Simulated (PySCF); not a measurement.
## From computed data to an observable: refractive index and permittivity of the vapour

OPb, SMILES [Pb]=[O] (connectivity only; charge and spin as stated), neutral, multiplicity 1.

The structure is a stationary point at B3LYP-D3(BJ)/def2-TZVP. The def2 effective core potentials stand for the cores of Pb; spin–orbit coupling is left out.

PBE0/def2-TZVPD (PySCF) gives a mean static polarisability of 43.6 bohr³ and a dipole moment of 4.91 D. Take an ideal gas at 298.15 K and 0.1 bar, whether or not the substance is that volatile.

Q: Work out n − 1 in the optical limit and the static ε − 1.

A: 
Polarisability volume α' = 43.6 × 0.148185 = 6.46 Å³. Number density N = p/kT = 2.43e-6 Å⁻³.
Dilute limit of Lorentz–Lorenz: n − 1 = 2π N α' = 9.9e-5.
Orientation term of Debye: μ²/(3kT) = 8.098 Å³ × μ²(D²) = 195.22 Å³.
ε − 1 = 4π N (α' + μ²/3kT) = 0.0062. Orientation of the dipole supplies 97 % of the static response; it can't follow optical fields. Vibrational polarisation and dispersion are left out.
